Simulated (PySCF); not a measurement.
Compound: C6H7S2 (charge -1).
SMILES: `CCc1ccsc1[S-]`

A PySCF run (density fitting, gas phase, GFN2-xTB geometry) gave HOMO -1.05 eV, LUMO 5.75 eV and E = -1029.102 Eh.

Question: Which of these levels was it?
A. PBE0/6-31G
B. BLYP/STO-3G
C. CAM-B3LYP/6-31G*
D. mPW1PW91/pcseg-1
E. PBE0/pcSseg-1

Answer: C. It is CAM-B3LYP/6-31G*. All candidates on this geometry:

| level and settings | kind | basis functions | SCF cycles | E (Eh) | HOMO (eV) | LUMO (eV) |
| --- | --- | --- | --- | --- | --- | --- |
| BLYP/STO-3G | GGA | 55 | 16 | -1017.2629 | 5.91 | 8.79 |
| mPW1PW91/pcseg-1, fitting basis def2-universal-jkfit | global hybrid | 155 | 11 | -1029.1892 | -0.36 | 4.12 |
| PBE0/pcSseg-1 | global hybrid | 185 | 14 | -1028.6608 | -0.24 | 4.27 |
| PBE0/6-31G, grid level 1, damping 0.2 at the start, DIIS from the seventh cycle | global hybrid | 94 | 16 | -1028.5723 | -0.04 | 4.65 |
| CAM-B3LYP/6-31G* | range-separated hybrid | 134 | 14 | -1029.1024 | -1.05 | 5.75 |

The nearest other candidate, by the summed differences of HOMO and LUMO, is PBE0/6-31G: its HOMO differs by +1.01 eV and its LUMO by -1.10 eV. Cycle counts include a coarse-grid stage where the run had one. All basis functions are spherical, in the Pople sets too. The HOMO energy is positive at BLYP/STO-3G; such an orbital is held in place by the finite basis.

The values belong to the conformer `[CH3:1][CH2:2][c:3]1[cH:4][cH:5][s:6][c:7]1[S-:8]`: C1–C2–C3–C4 -89°.
